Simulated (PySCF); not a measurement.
# Solvent effects on NMR parameters

Geometry:
```json
{"atom": "B1", "x (Å)": "2.290", "y (Å)": "-0.654", "z (Å)": "-1.719"}
{"atom": "N2", "x (Å)": "1.198", "y (Å)": "-0.461", "z (Å)": "-0.674"}
{"atom": "C3", "x (Å)": "0.378", "y (Å)": "-0.309", "z (Å)": "0.120"}
{"atom": "C4", "x (Å)": "-0.645", "y (Å)": "-0.105", "z (Å)": "1.144"}
{"atom": "O5", "x (Å)": "-1.287", "y (Å)": "1.144", "z (Å)": "0.995"}
{"atom": "C6", "x (Å)": "-2.393", "y (Å)": "1.150", "z (Å)": "0.224"}
{"atom": "O7", "x (Å)": "-2.850", "y (Å)": "0.193", "z (Å)": "-0.319"}
{"atom": "H8", "x (Å)": "2.852", "y (Å)": "-1.698", "z (Å)": "-1.413"}
{"atom": "H9", "x (Å)": "1.719", "y (Å)": "-0.725", "z (Å)": "-2.797"}
{"atom": "H10", "x (Å)": "3.022", "y (Å)": "0.320", "z (Å)": "-1.618"}
{"atom": "H11", "x (Å)": "-1.370", "y (Å)": "-0.932", "z (Å)": "1.084"}
{"atom": "H12", "x (Å)": "-0.160", "y (Å)": "-0.106", "z (Å)": "2.131"}
{"atom": "H13", "x (Å)": "-2.799", "y (Å)": "2.180", "z (Å)": "0.192"}
```

GIAO PBE0/pcSseg-1 in PySCF 2.14.0 with density-fitted response routines on one PBE0-D3(BJ)/def2-SVP conformer, non-relativistic, equivalent nuclei averaged. Solvents enter as an IEF-PCM continuum (acetone with ε = 20.5, dimethylsulfoxide with ε = 46.8) around the gas-phase geometry. Shifts are referred to BF3·OEt2, TMS computed in the same medium.

Gas phase, δ in ppm: B1 -36.9, C6 163.2, C3 111.4, C4 45.9, H13 7.89, H11/H12 4.94, H8/H9/H10 2.22. Dipole moment 6.76 D.

(1) How does each δ change in the continuum?

(2) Which of the listed nuclei move most (in ppm), and what does the model miss? (N and O are left out, as their reference compounds move with the solvent too.)

## Answers

(1) 
| atoms | environment | Δδ, acetone | Δδ, dimethylsulfoxide |
| --- | --- | --- | --- |
| B1 | boron bonded to N, 3 H | +0.4 | +0.5 |
| C6 | ester carbonyl carbon | +4.6 | +4.8 |
| C3 | nitrilium-type carbon | +7.6 | +8.0 |
| C4 | sp3 CH2 bonded to O, α to a nitrile | +1.6 | +1.7 |
| H13 | hydrogen on an ester carbonyl carbon | +0.20 | +0.21 |
| H11/H12 | hydrogen on an sp3 CH2 bonded to O, α to a nitrile | +0.43 | +0.45 |
| H8/H9/H10 | hydrogen on a boron bonded to N | -0.43 | -0.44 |

Changes are relative to the gas phase. The dipole moment becomes 8.57 D in acetone, 8.64 D in dimethylsulfoxide.

(2) C3 (nitrilium-type carbon, +8.0 ppm) in dimethylsulfoxide. A continuum only polarises the solute; specific hydrogen bonds, the anisotropy of aromatic solvents and changes of geometry or conformer are outside it.
